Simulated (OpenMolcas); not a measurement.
Multiconfigurational calculation on Ca

Input:

```
&GATEWAY
Coord
1

Ca 0.0 0.0 0.0
Basis=ANO-RCC-VTZP
Group=XYZ
NoMove
AngMom=0.0 0.0 0.0
AMFI
&SEWARD
* reference wave functions (RASSCF and RASSI steps not shown): 2 electrons in 4 orbitals (4s 4p)
>>> COPY JOB001 $Project.JobIph
&CASPT2
Multistate=3 1 2 3
Frozen=2 3
IPEA=0.0
Imaginary=0.1
MaxIter=60
WThr=0.0 0.3 0.05
PrWF=0.5
NoMix
>>> COPY JOB002 $Project.JobIph
&CASPT2
Multistate=6 1 2 3 4 5 6
Frozen=2 3
IPEA=0.0
Imaginary=0.1
MaxIter=60
WThr=0.0 0.3 0.05
PrWF=0.5
NoMix
>>> COPY JOB003 $Project.JobIph
&CASPT2
Multistate=3 1 2 3
Frozen=2 3
IPEA=0.0
Imaginary=0.1
MaxIter=60
WThr=0.0 0.3 0.05
PrWF=0.5
NoMix
...
```

Output, cut to the results:

```
--- CASPT2 ---
Orbital specifications:
      -----------------------

      Symmetry species                           1   2
                                                ag  au
      Frozen orbitals                            2   3
      Inactive orbitals                          1   3
      Active orbitals                            1   3
      Secondary orbitals                        12  13
      Deleted orbitals                           0   0
      Number of basis functions                 16  22
Type of calculation                        MS-CASPT2
      Fock operator                              state-specific
      IPEA shift                                 0.00
      Real shift                                 0.00
      Imaginary shift                            0.10
      The input orbitals will be transformed to quasi-canonical
Reference energy:        -679.4744370045
      E2 (Non-variational):      -0.2272791438
      Shift correction:          -0.0004697645
      E2 (Variational):          -0.2277489083
      Total energy:            -679.7021859128
      Residual norm:              0.0000000799
      Reference weight:           0.94179
      Contributions to the CASPT2 correlation energy
      Active & Virtual Only:         -0.0039490702
      One Inactive Excited:          -0.0136341809
      Two Inactive Excited:          -0.2096958927
Reference energy:        -679.4744370045
      E2 (Non-variational):      -0.2272791438
      Shift correction:          -0.0004697645
      E2 (Variational):          -0.2277489083
      Total energy:            -679.7021859128
      Residual norm:              0.0000000799
      Reference weight:           0.94179
      Contributions to the CASPT2 correlation energy
      Active & Virtual Only:         -0.0039490702
      One Inactive Excited:          -0.0136341809
      Two Inactive Excited:          -0.2096958927
::    CASPT2 Root  1     Total energy:   -679.70218591
::    CASPT2 Root  2     Total energy:   -679.70218591
::    CASPT2 Root  3     Total energy:   -679.70218591
::    MS-CASPT2 Root  1     Total energy:   -679.70218591
::    MS-CASPT2 Root  2     Total energy:   -679.70218591
::    MS-CASPT2 Root  3     Total energy:   -679.70218591
--- CASPT2 ---
Orbital specifications:
      -----------------------

      Symmetry species                           1   2
                                                ag  au
      Frozen orbitals                            2   3
      Inactive orbitals                          1   3
      Active orbitals                            1   3
      Secondary orbitals                        12  13
      Deleted orbitals                           0   0
      Number of basis functions                 16  22
Type of calculation                        MS-CASPT2
      Fock operator                              state-specific
      IPEA shift                                 0.00
      Real shift                                 0.00
      Imaginary shift                            0.10
      The input orbitals will be transformed to quasi-canonical
Reference energy:        -679.6494595442
      E2 (Non-variational):      -0.2366840575
      Shift correction:          -0.0003362622
      E2 (Variational):          -0.2370203196
      Total energy:            -679.8864798638
      Residual norm:              0.0000007880
      Reference weight:           0.94048
      Contributions to the CASPT2 correlation energy
      Active & Virtual Only:         -0.0051323470
      One Inactive Excited:          -0.0221356579
      Two Inactive Excited:          -0.2094160525
Reference energy:        -679.4515486634
      E2 (Non-variational):      -0.2445397180
      Shift correction:          -0.0067079161
      E2 (Variational):          -0.2512476341
      Total energy:            -679.7027962975
      Residual norm:              0.0000006361
      Reference weight:           0.87840
      Contributions to the CASPT2 correlation energy
      Active & Virtual Only:         -0.0210523678
      One Inactive Excited:          -0.0137835337
      Two Inactive Excited:          -0.2097038165
::    CASPT2 Root  1     Total energy:   -679.88647986
::    CASPT2 Root  2     Total energy:   -679.70279630
::    CASPT2 Root  3     Total energy:   -679.70280158
::    CASPT2 Root  4     Total energy:   -679.70279623
::    CASPT2 Root  5     Total energy:   -679.70279624
::    CASPT2 Root  6     Total energy:   -679.70279624
::    MS-CASPT2 Root  1     Total energy:   -679.88647988
::    MS-CASPT2 Root  2     Total energy:   -679.70280168
::    MS-CASPT2 Root  3     Total energy:   -679.70279687
::    MS-CASPT2 Root  4     Total energy:   -679.70279625
::    MS-CASPT2 Root  5     Total energy:   -679.70279619
::    MS-CASPT2 Root  6     Total energy:   -679.70279559
--- CASPT2 ---
Orbital specifications:
      -----------------------

      Symmetry species                           1   2
                                                ag  au
      Frozen orbitals                            2   3
      Inactive orbitals                          1   3
      Active orbitals                            1   3
      Secondary orbitals                        12  13
      Deleted orbitals                           0   0
      Number of basis functions                 16  22
Type of calculation                        MS-CASPT2
      Fock operator                              state-specific
      IPEA shift                                 0.00
      Real shift                                 0.00
      Imaginary shift                            0.10
      The input orbitals will be transformed to quasi-canonical
Reference energy:        -679.5877991947
      E2 (Non-variational):      -0.2294386680
      Shift correction:          -0.0003645302
      E2 (Variational):          -0.2298031982
      Total energy:            -679.8176023929
      Residual norm:              0.0000004003
      Reference weight:           0.94360
...
```

Levels above the lowest, from the spin-orbit matrix with the single-state CASPT2 energies, averaged by term, on its diagonal:

```
Configuration  Term  J  E (cm-1)  Measured (cm-1)  Term weight %  Second
          4s2    1S  0       0.0              0.0            100        
        4s 4p   3P*  0     15039            15158            100        
        4s 4p   3P*  1     15078            15210            100        
        4s 4p   3P*  2     15156            15316            100        
        4s 4p   1P*  1     26162            23652            100        
          4p2    1D  2     40299                              93    7 3P
          4p2    3P  0     40374            38418            100        
          4p2    3P  1     40411            38465            100        
          4p2    3P  2     40499            38552             93    7 1D
```

Against the 7 measured excited levels shown (NIST Handbook of Basic Atomic Spectroscopic Data) the mean absolute deviation is 1300 cm-1; the largest miss in energy is 4s 4p 1P* 1: computed 26162, measured 23652 cm-1 (+10.6 %).

Over all roots computed the reference weight is 0.88 to 0.94; the roots of lowest weight are the least certain, and an intruder state may touch them. Terms from blocks run as CI alone lack orbitals of their own. The ¹D term of p² mixes with s d, which this space lacks. Computed and measured levels are paired by configuration, term and J; levels that our copy of the source lacks, or whose pairing is in doubt (as where it misses far off the trend of its configuration), stay unpaired and out of the deviations. Levels of configurations outside the active space are missing. The first state left out of the spin-orbit step lies near 56000 cm-1 above the lowest spin-free state of the reference (among the parities and spins computed), and the list stops at four fifths of that energy or lower.

The term weight is that of the spin-free term in the level, not the purity of its configuration. * marks odd parity.
